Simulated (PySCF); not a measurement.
**Ionisation energy of Cs¹⁹⁺ by level of theory**

Cs¹⁹⁺ [Kr] → Cs²⁰⁺ [Ar] 3d10 4s2 4p5 [4p1/2^2 4p3/2^3, M_J = 3/2], as a difference of total energies. All numbers are calculated (PySCF 2.14, the two-component X2C-1e Hamiltonian, in an even-tempered Gaussian basis (18 s from 1.2 bohr⁻², ratio 2.8; 14 p from 1.5 bohr⁻², ratio 2.8; 9 d from 2.7 bohr⁻², ratio 2.8; 4 f from 9.8 bohr⁻², ratio 3)). Correlated levels: [Ne] frozen; the 82 highest virtual spinors dropped. "Screened" scales the spin-orbit matrix elements by Boettger's factors to mimic the two-electron term; Breit and QED terms are absent.

```tsv
method	ionisation energy (eV)
GHF (screened spin-orbit)	595.66
GMP2 (screened spin-orbit)	596.81
```

Task: How much does correlation contribute at GMP2 (screened spin-orbit)?

Result: 596.81 − (595.66) = 1.15 eV, measured against GHF (screened spin-orbit).

Breit and QED terms and the two-electron picture change are absent.

For comparison: 597 ± 4 eV (theoretical estimate listed by NIST; NIST Atomic Spectra Database, ionization energies).
